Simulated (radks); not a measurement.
Species: Sn II. Configuration: [Kr] 4d10 5s2 5p1. All-electron calculation, scalar-relativistic Kohn-Sham, LDA (Slater exchange, Perdew-Zunger correlation), spin-unpolarised, spherical densities, point nucleus. Program: a radial shooting solver on a logarithmic mesh with Libxc functionals. Some entries of the table are withheld. Estimate them.

orbital,occ.,eigenvalue (hartree),r(max) (bohr)
1s,2,-1065.300,0.01879
2s,2,(1),0.1062
2p,6,-144.7456,0.08496
3s,2,-31.30932,0.3079
3p,6,-25.96194,0.3012
3d,10,-17.70462,(2)
4s,2,-5.20780,0.7449
4p,6,-3.58728,0.7875
4d,10,-1.24677,0.8865
5s,2,-0.66744,(3)
5p,1,-0.38680,2.412

Answer. 
(1) 2s eigenvalue (hartree): -161.1079
(2) 3d r(max) (bohr): 0.2508
(3) 5s r(max) (bohr): 1.976
